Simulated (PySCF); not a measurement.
Working with the constants of BeCd

PBE constants of BeCd, ¹Σ⁺ (singlet), closed shell (basis Be cc-pVDZ, Cd cc-pVDZ-PP with ECP28; scalar-relativistic core potentials; PySCF 2.14; masses 9.0122 and 113.9034 u):

| Item | Value |
| --- | --- |
| ωe | 157.4 cm⁻¹ |
| ωexe | 4.11 cm⁻¹ |
| Be | 0.24151 cm⁻¹ |
| αe | 0.00679 cm⁻¹ |
| De to Be + Cd | 0.175 eV |

Task: What force constant and bond length do these constants imply?

Result: Reduced mass μred = 8.3514 u; k = 5.8918×10⁻⁷·μred·ωe² (u, cm⁻¹, mdyn/Å) = 0.122 mdyn/Å; Re = √(16.8576/(μred·Be)) (u, cm⁻¹, Å) = 2.891 Å.

Task: Estimate the centrifugal constant D from the Kratzer relation and find the Dunham coefficient a1.

Result: D = 4Be³/ωe² = 2.27e-06 cm⁻¹; a1 = −1 − αeωe/(6Be²) = -4.05.

Closed-shell solutions of metal pairs were not tested for spin polarisation, which can lower them a little. The bond is weak. Basis-set superposition, not corrected here, can be much of De in a small basis, most of all at correlated wavefunction levels. Functionals without a dispersion term scatter widely for such bonds, and LDA overbinds them.
